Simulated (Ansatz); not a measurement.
```yaml
atoms:
  - { symbol: Si, position_ang: [0.0006, -0.0015, 0.0500] }
  - { symbol: H, position_ang: [0.8608, 0.8541, 0.9113] }
  - { symbol: H, position_ang: [0.8741, -0.8772, -0.9079] }
  - { symbol: H, position_ang: [-0.8923, 0.8317, -0.8877] }
  - { symbol: H, position_ang: [-0.8579, -0.8946, 0.8995] }
```

Basis set: 6-31G* (spherical functions). Left uncorrelated: 5 orbitals. Charge 0, multiplicity 1.

Computed with Ansatz (development build ahead of 0.2.0); each method stands on the lowest determinant of its kind that the runs found. Restricted open shells among the atoms or ions are ROHF, correlated in semicanonical orbitals with singles.

Task: Give the atomization energy at this shape (free ground-state atoms in the same class of orbitals less the molecule, no zero-point energy) of singlet SiH4 by RHF-MP2, RHF.

Result:

```csv
method,atomization energy
RHF-MP2,11.93 eV
RHF,10.82 eV
```
